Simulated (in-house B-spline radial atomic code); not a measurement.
**Binding energies in Yb**

NIST's tabulated ground configuration is [Xe] 4f14 6s2; each binding energy is the energy of the ion with one electron taken from that subshell, relaxed, less that of the parent. All numbers are computed (Dirac-Kohn-Sham PBE, spherical fractional occupations; Fermi nucleus of rms radius 5.3108 fm) with an all-electron radial atomic-structure program (B-spline basis), not measured. Energies include first-order Breit, QED and recoil terms.

```tsv
subshell	X-ray name	binding energy (eV)	-ε (eV)	relaxation (eV)
1s	K	61405	61150.1	-512.3
2s	L1	10409.6	10354.5	-89.3
2p1/2	L2	9960.6	9877.6	-115.9
2p3/2	L3	8910	8830.6	-100.9
3s	M1	2349.7	2333.8	-22.7
3p1/2	M2	2141.5	2123.1	-24.7
3p3/2	M3	1919.2	1900.8	-22.2
3d3/2	M4	1567	1541.7	-27.6
3d5/2	M5	1518.4	1493.2	-26.7
4s	N1	466.6	459.1	-9.0
4p1/2	N2	381.5	373.8	-9.0
4p3/2	N3	331.5	323.5	-8.7
4d3/2	N4	191.3	183.1	-8.5
4d5/2	N5	182.2	173.9	-8.4
5s	O1	60.81	54.80	-6.21
5p1/2	O2	37.46	31.79	-5.79
5p3/2	O3	31.17	25.71	-5.51
4f5/2	N6	11.23	3.76	-7.38
4f7/2	N7	9.89	2.45	-7.30
6s	P1	6.52	3.92	-2.61
```

Relaxation = -ε minus the binding energy without Breit, QED and recoil terms. With a density functional, K lines can miss by some tenths of a per cent, more in light atoms. For a density functional the relaxation so defined is negative, because -ε of a Kohn-Sham level is smaller than the binding energy.

Emission lines follow as differences of binding energies, with λ = 12398.42 eV·Å / E:

```json
{"line": "K-L3", "holes": "1s → 2p3/2", "energy (eV)": "52495.0", "wavelength (Å)": "0.23618"}
{"line": "K-L2", "holes": "1s → 2p1/2", "energy (eV)": "51444.4", "wavelength (Å)": "0.24101"}
{"line": "K-M3", "holes": "1s → 3p3/2", "energy (eV)": "59485.8", "wavelength (Å)": "0.20843"}
{"line": "L3-M5", "holes": "2p3/2 → 3d5/2", "energy (eV)": "7391.6", "wavelength (Å)": "1.6774"}
{"line": "L2-M4", "holes": "2p1/2 → 3d3/2", "energy (eV)": "8393.6", "wavelength (Å)": "1.4771"}
{"line": "L1-M3", "holes": "2s → 3p3/2", "energy (eV)": "8490.4", "wavelength (Å)": "1.4603"}
{"line": "L3-M1", "holes": "2p3/2 → 3s", "energy (eV)": "6560.3", "wavelength (Å)": "1.8899"}
{"line": "L2-N4", "holes": "2p1/2 → 4d3/2", "energy (eV)": "9769.3", "wavelength (Å)": "1.2691"}
{"line": "M5-N7", "holes": "3d5/2 → 4f7/2", "energy (eV)": "1508.5", "wavelength (Å)": "8.219"}
{"line": "M4-N6", "holes": "3d3/2 → 4f5/2", "energy (eV)": "1555.8", "wavelength (Å)": "7.9693"}
```

(1) What screening constant σ does Moseley's law, E = (3/4)·13.6057 eV·(Z - σ)², need for K-L3?

Moseley's non-relativistic formula needs a falling, then negative, screening constant for heavy elements, because relativity binds the 1s electron more strongly than the formula allows.

(2) What does it cost to remove both a 2p3/2 and a 3d5/2 electron?

(3) What does it cost to remove both a 2s and a 4f5/2 electron?

(4) What does it cost to remove both a 1s and a 3d5/2 electron?

## Answers

(1) σ = -1.72.

(2) 10509 eV, which is 80.16 eV more than the two single binding energies together.

(3) 10439 eV, which is 18.5 eV more than the two single binding energies together.

(4) 63004 eV, which is 80.3 eV more than the two single binding energies together.
